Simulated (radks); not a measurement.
Spherical quantum dot in the effective-mass picture: electrons in a hard-walled sphere of radius 2.46, all in effective atomic units (hartree* = m*/eps^2 hartree, bohr* = eps/m* bohr), one dielectric constant everywhere. Calculated with a radial shooting solver with Libxc functionals: non-relativistic Kohn-Sham, r2SCAN, spin-polarised, spherical densities, generalised Kohn-Sham scheme. Levels are named by radial order and angular momentum (1s, 1p, 1d, 2s, ...), and open shells are averaged over m. Results are scaled to m* = 0.086 and eps = 16.5, for which hartree* = 8.596 meV and bohr* = 10.15 nm.

N = 24, configuration 1s2 1p6 1d10 1f(up 6, down 0). This is the lowest configuration that the search found. Occupied and some empty levels:

level    occupation  eigenvalue (meV)  <r> (nm)
1s up             1            115.22     16.17
1s down           1            116.19     15.97
1p up             3            119.44     17.02
1p down           3            120.59     16.91
1d up             5            126.46     17.69
1d down           5            127.79     17.63
1f up             6            135.91     18.24
1f down           0            137.40     18.20
2s up             0            139.56     11.16
2s down           0            140.23     11.30
1g up             0            147.57     18.69
1g down           0            149.20     18.67
2p up             0            152.74     13.05
2p down           0            153.48     13.12
2d up             0            168.06     14.24
2d down           0            168.98     14.26

Energy (meV): total 1769.83, kinetic 594.01, external 0, Hartree 1320.1, exchange-correlation -144.28.
